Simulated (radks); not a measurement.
Problem. The mean radii <r> (bohr) of the occupied orbitals of an atom or ion are listed with their occupations. All-electron calculation, scalar-relativistic Kohn-Sham, r2SCAN, spin-polarised, spherical densities, finite nucleus; meta-GGA in the generalised Kohn-Sham scheme; Fermi nuclear charge, rms radius of each element as measured or else 0.836 A^(1/3) + 0.57 fm. Program: a radial shooting solver on a logarithmic mesh with Libxc functionals.

orbital  occ.      <r>
1s up       1  0.02037
1s down     1  0.02037
2s up       1  0.08644
2s down     1  0.08644
2p up       3  0.07673
2p down     3  0.07672
3s up       1   0.2251
3s down     1   0.2250
3p up       3   0.2243
3p down     3   0.2243
3d up       5   0.2039
3d down     5   0.2038
4s up       1   0.5083
4s down     1   0.5084
4p up       3   0.5390
4p down     3   0.5391
4d up       5   0.5838
4d down     5   0.5841
5s up       1    1.255
5s down     1    1.262
5p up       3    1.498
5p down     3    1.498
6s up       1    4.065
4f up       7   0.8258
4f down     5   0.8433
5d up       1    3.873

Name the element and its charge. Open shells, if any, are filled with parallel spins first.

Solution. Z = 68, erbium, charge 0: Er in [Xe] 4f12 5d1 6s1. The 1s radius gives Z: for a bare nucleus <r> = (2 gamma + 1)/(2Z) with gamma = sqrt(1 - (Z/c)^2), 0.02012 bohr for Z = 68, and screening makes it slightly larger (0.02037 here). The occupations add up to 68, and the charge is Z minus that.
